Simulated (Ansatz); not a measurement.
```yaml
crystal:
  periodic: [false, false, false]
  atoms:
    - {symbol: C, position_ang: [0.704602, -2.230657, 1.052315]}
    - {symbol: C, position_ang: [0.403414, -1.165889, 0.560656]}
    - {symbol: Ge, position_ang: [-0.012462, 0.525018, -0.190877]}
    - {symbol: Cl, position_ang: [-1.955038, 0.374722, -1.089535]}
    - {symbol: H, position_ang: [0.990382, 0.857407, -1.295569]}
    - {symbol: H, position_ang: [-0.088798, 1.575499, 0.916910]}
basis:
  gaussian: {orbitals: pcseg-2}
total_charge: -1
magnetization: {spin_polarized: true, initial_magnetization: 1}
hamiltonian: {xc: {name: B3LYP}}
scf: {lower_state_search: full}
```

```sh
$ ansatz run in.yaml --threads 4 --pin off --events-out ev --progress --plain --max-ram 10444MiB
```

(1) How does Ansatz answer? (Estimate.)

Results:

(1) Computed: The input was rejected before any iteration.
```
Error: a molecule whose nuclei and cores have a total charge of 63 cannot have a net charge of -1 together with 1 unpaired electrons
```

B3LYP here is the variant with VWN-RPA as its local correlation; programs differ in this.
